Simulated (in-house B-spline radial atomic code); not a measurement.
Configurations of Lu7+, with energies counted from [Kr] 4d10 4f13 5s2 5p3. Method: Dirac-Hartree-Fock, average of configuration, Fermi nucleus of rms radius 5.37 fm. Calculated with an all-electron radial atomic-structure program (B-spline basis). Energies include first-order Breit, QED and recoil terms.

Occupations are held fixed; configurations that lie above the ionisation limit could autoionise.

```
             configuration  E - E(ref) (eV)  highest orbital  its <r> (bohr)
[Kr] 4d10 4f12 5s2 5p3 8s1           93.348            8s1/2           5.601
[Kr] 4d10 4f12 5s2 5p3 7g1           104.69            7g7/2           7.767
[Kr] 4d10 4f12 5s2 5p3 9d1           106.19            9d5/2           9.582
[Kr] 4d10 4f13 5s2 5p2 9g1           120.85            9g7/2           13.73
 [Kr] 4d9 4f13 5s2 5p3 8s1           291.35            8s1/2           5.598
 [Kr] 4d9 4f13 5s2 5p3 6g1           296.21            6g7/2           5.364
 [Kr] 4d9 4f13 5s2 5p3 9g1           309.83            9g7/2            13.7
```

(1) Order these further configurations by energy, lowest first.
A. [Kr] 4d9 4f13 5s2 5p3 8g1
B. [Kr] 4d10 4f12 5s2 5p3 7d1
C. [Kr] 4d10 4f13 5s2 5p2 7d1
D. [Kr] 4d10 4f13 5s2 5p2 6g1
E. [Kr] 4d10 4f12 5s2 5p3 5g1

(2) How far above the reference does [Kr] 4d10 4f13 5s2 5p2 9s1 lie?

(3) How far above the reference does [Kr] 4d10 4f13 5s2 5p2 6d1 lie?

Results:

(1) E (87.524 eV), B (90.985 eV), C (100.23 eV), D (107.25 eV), A (306.93 eV).

(2) 110.91 eV; its least bound orbital is 9s1/2 with <r> = 7.873 bohr.

(3) 83.077 eV; its least bound orbital is 6d5/2 with <r> = 3.08 bohr.
